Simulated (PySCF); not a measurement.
C2H7AlO2, SMILES C[O][AlH][O]C. The structure is a stationary point at B3LYP-D3(BJ)/def2-SVP. The structure was generated by enumeration; whether it is a known compound was not checked. One conformer was computed; it need not be the lowest.

Computed equilibrium geometry at B3LYP-D3(BJ)/def2-SVP (PySCF confirms it by a frequency run) as Cartesian coordinates in Å, and its point group (one conformer of several):
point group C2v.
```xyz
12

Al     0.0000     0.0000     1.0556
H      0.0000     0.0000     2.6173
O     -1.4897     0.0000     0.2511
C     -2.0818     0.0000    -1.0104
H     -2.7245     0.8902    -1.1409
H     -1.3426     0.0000    -1.8350
H     -2.7245    -0.8902    -1.1409
O      1.4897     0.0000     0.2511
C      2.0818     0.0000    -1.0104
H      1.3426     0.0000    -1.8350
H      2.7245     0.8902    -1.1409
H      2.7245    -0.8902    -1.1409
```
